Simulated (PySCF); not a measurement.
**Computed structure and properties of Os(NH3)4**

System: Os(NH3)4 (singlet); start: displaced along the imaginary mode (C4). Method: PySCF 2.14.0, RKS r2SCAN, Os def2-SVP with ECP60, N def2-SVP, H def2-SVP; non-relativistic Hamiltonian with scalar-relativistic core potentials where named; density fitting; no spin-orbit coupling.

Input of the relaxation:

```python
mol = gto.M(atom='''
Os     0.00000    -0.00000     0.00051
N      2.11929     0.01150    -0.00155
H      2.51853    -0.67781     0.70142
H      2.50383    -0.25330    -0.95417
H      2.56362     0.94140     0.25000
N     -0.01150     2.11929    -0.00155
H      0.67781     2.51853     0.70142
H      0.25330     2.50383    -0.95417
H     -0.94140     2.56362     0.25000
N     -2.11929    -0.01150    -0.00155
H     -2.51853     0.67781     0.70142
H     -2.50383     0.25330    -0.95417
H     -2.56362    -0.94140     0.25000
N      0.01150    -2.11929    -0.00155
H     -0.67781    -2.51853     0.70142
H     -0.25330    -2.50383    -0.95417
H      0.94140    -2.56362     0.25000''',
    basis={'Os': 'def2-SVP', 'N': 'def2-SVP', 'H': 'def2-SVP'},
    ecp={'Os': 'def2-SVP'},
    charge=0, spin=0)
mf = dft.RKS(mol, xc='R2SCAN')
mf.grids.atom_grid = (50, 194)
mf = mf.density_fit()  # fitting sets: Os def2-universal-JKFIT, N def2-universal-JKFIT, H def2-universal-JKFIT
mf.conv_tol = 1e-08; mf.max_cycle = 55
mf.kernel(dm0)  # dm0: converged density of the start geometry
# quasi-Newton relaxation in Cartesian coordinates to a largest gradient under 0.00045 Eh/bohr, steps kept in the point group
```

Run from Python with OMP_NUM_THREADS=4; the lines above give its settings. Where DIIS fails, smearing, a level shift and second-order steps follow.
It took 110 s on 4 threads of Arm Neoverse V2 (shared host), from the converged density of the start.

Course of the relaxation:

```
step  energy above end (eV)  largest force component within the symmetry (eV/Å)
   0                 0.2212                                               0.989
   1                 0.0219                                               0.090
   2                 0.0198                                               0.019
   3                 0.0164                                               0.047
   4                 0.0122                                               0.136
   5                 0.0103                                               0.047
   6                 0.0075                                               0.021
   7                 0.0050                                               0.140
  10                 0.0016                                               0.082
  11                 0.0012                                               0.031
  12                 0.0007                                               0.012
  13                 0.0001                                               0.013
  14                 0.0000                                               0.006
  15                 0.0000                                               0.003
```
(The steps between are left out.)

Relaxed geometry (C4v):

```xyz
17

Os    0.0000    0.0000    0.0015
N     2.1130    0.0021   -0.0020
H     2.5366   -0.8086    0.4785
H     2.5030    0.0013   -0.9580
H     2.5357    0.8142    0.4770
N    -0.0021    2.1130   -0.0020
H     0.8086    2.5366    0.4785
H    -0.0013    2.5030   -0.9580
H    -0.8142    2.5357    0.4770
N    -2.1130   -0.0021   -0.0020
H    -2.5366    0.8086    0.4785
H    -2.5030   -0.0013   -0.9580
H    -2.5357   -0.8142    0.4770
N     0.0021   -2.1130   -0.0020
H    -0.8086   -2.5366    0.4785
H     0.0013   -2.5030   -0.9580
H     0.8142   -2.5357    0.4770
```

| contact | Å |
| --- | --- |
| Os1–N2 (NH3) | 2.113 |
| Os1–N6 (NH3) | 2.113 |
| Os1–N10 (NH3) | 2.113 |
| Os1–N14 (NH3) | 2.113 |

On the finer grid (75, 302):

```
HOMO                                                          : -0.81 eV
LUMO                                                          : 0.82 eV
Dipole about the centre of mass                               : 0.15 D
Set of Mulliken populations of Os1 outside the core potential : s 3.38, p 6.21, d 7.29, f 0.03
D3(BJ) dispersion energy (not in the energies)                : -0.116 eV
```

```tsv
atom	Mulliken (e)	Löwdin (e)	spin (e)
Os1	-0.91	-1.16	0.00
N2	-0.12	0.10	0.00
H3	0.11	0.06	0.00
H4	0.13	0.07	0.00
H5	0.11	0.06	0.00
N6	-0.12	0.10	0.00
H7	0.11	0.06	0.00
H8	0.13	0.07	0.00
H9	0.11	0.06	0.00
N10	-0.12	0.10	0.00
H11	0.11	0.06	0.00
H12	0.13	0.07	0.00
H13	0.11	0.06	0.00
N14	-0.12	0.10	0.00
H15	0.11	0.06	0.00
H16	0.13	0.07	0.00
H17	0.11	0.06	0.00
```

No frequency check is given here. The steps kept the symmetry C4 of the start, so a lower state may lie off it.

Taking off one NH3 (charge 0, singlet; the rest: singlet) in vacuum, both parts rigid, costs 1.36 eV; the small basis without counterpoise inflates it.

Rigid scan of NH3 along the line from its metal, all other atoms held (where the atom bridges, its other bond changes as well):

```
distance to N2 (Å)  energy (eV)
              1.81        0.821
              1.91        0.300
              2.01        0.062
              2.11        0.000
              2.21        0.046
              2.31        0.149
              2.51        0.419
              2.81        0.792
              3.21        1.110
              3.71        1.288
```

One start shape was tried, so this needn't be the lowest isomer.
